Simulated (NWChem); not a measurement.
C₃H₇Br; SMILES CC(C)Br

Computed with NWChem. Pople sets run with spherical d functions. Medium grid unless said otherwise, to which SCAN and Minnesota functionals are sensitive. Geometry: optimised at PBE0/def2-SVP.

**Question.** Among these, which level gives the lowest value of “dipole (D)”?
A) LDA (Slater exchange, PW92)/6-31G*
B) M06/6-31G*
C) B3LYP/6-31G*
D) B97-2/6-31G*

**Answer.** B, M06/6-31G*. Values: M06/6-31G* 2.26; B3LYP/6-31G* 2.36; B97-2/6-31G* 2.38; LDA (Slater exchange, PW92)/6-31G* 2.38
